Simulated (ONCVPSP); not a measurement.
What one change does to a pseudopotential (chromium (Cr), ONCV)

| Item | Value |
| --- | --- |
| Element | Cr |
| Generator | ONCVPSP 4.0.1 |
| Type | optimised norm-conserving Vanderbilt (ONCV) |
| Functional | PBEsol |
| Relativity | scalar-relativistic |
| Frozen core | [Ne] |
| Valence charge | 14 |
| Reference configuration | 3s2 3p6 3d5 4s0.75 (charge +0.25) |
| Partial waves | 3s+4s: rc 1.80 bohr, ncon 4, nbas 7, qcut 6.5 1/bohr, 2 projectors; 3p: rc 1.00 bohr, ncon 4, nbas 7, qcut 7.3 1/bohr, 2 projectors, debl 2.9 Ha; 3d: rc 1.15 bohr, ncon 5, nbas 10, qcut 11.8 1/bohr, 1 projector |
| Local potential | polynomial inside 0.90 bohr (lpopt 5, dvloc0 4 Ha) |
| Core correction | Teter function, fcfact 5.75, rcfact 1.35 |

Change: all radii but the core radius scaled by about 1.34 (s 2.42, p 1.34, d 1.54 bohr); local potential polynomial inside 1.22 bohr (lpopt 5, dvloc0 4 Ha).

Cutoffs: the cutoffs (Ha) at which the residual kinetic energy of the hardest occupied pseudo-wave falls to 1 and 0.1 mHa per electron; they do not see the model core or the augmentation charge, which bear on the density cutoff. Errors are all-electron minus pseudo energies relative to the spin-unpolarised reference configuration.

Q: What does the change do?

A: The potential gets softer (61 Ha and 123 Ha → 48 Ha and 55 Ha); of the 3 tests that both files solve, the error grows in 2 and shrinks in 0 by more than 15 % and 0.3 meV (median size 0.1 → 0.4 meV); neither file shows a bound ghost. A larger radius leaves more room for a smooth pseudo-wave, so fewer plane waves are needed.

```csv
quantity,base,changed
"cutoff, loose",61 Ha,48 Ha
"cutoff, tight",123 Ha,55 Ha
loose cutoff by channel,"s 10 Ha, p 25 Ha, d 61 Ha","s 11 Ha, p 24 Ha, d 48 Ha"
bound ghosts,none,none
GHOST(+) flags under 300 eV,none,none
tests with a reliable result,3 of 4,3 of 4
"error for 3s2 3p6 3d5 4s1, meV [ΔE -1.18 eV]",-0.1,-0.1
"error for 3s2 3p6 3d5 4s0, meV [ΔE 5.70 eV]",0.0,+0.4
"error for 3s2 3p6 3d4 4s0, meV [ΔE 21.71 eV]",-1.5,-7.6
"rms error of d²Exc/dni dnj with the model core, mHa",1.29,1.34
```
